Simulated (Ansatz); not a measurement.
## GaBr (SMILES [Ga][Br]): entropy by statistical mechanics

A linear singlet with charge 0, relaxed at PBE0/aug-cc-pVTZ (Ansatz 0.2.0):

```xyz
2

Ga    0.0000    0.0000    0.0127
Br    0.0000    0.0000    2.3893
```

Harmonic wavenumbers in cm⁻¹: 262.

Masses in u: Ga 69.723, Br 79.904. Take T = 298.15 K, p = 1 bar, R = 8.3145 J/(mol K), kT/hc = 207.22 cm⁻¹, rigid rotor and harmonic oscillator.

Q: Work out S° at 298 K.

A: 
1. Translation (Sackur–Tetrode): S = R[3/2 ln M + 5/2 ln T − 1.1517] with M = 149.627 gives 171.3 J/(mol K).
2. Rotation: the moment of inertia is 210.304 u Å², so B = 16.8576/I = 0.0802 cm⁻¹; σ = 1; q = kT/(σhcB) = 2583.8; S = R(ln q + 1) = 73.6.
3. Vibration: with u = ν̃/207.22, each mode gives R[u/(eᵘ − 1) − ln(1 − e⁻ᵘ)]; the sum is 6.9, most from 262 cm⁻¹ (6.9).
4. Spin: R ln 1 = 0.0.
5. Sum: 171.3 + 73.6 + 6.9 + 0.0 = 251.8 J/(mol K).

No measured value is set beside it here.
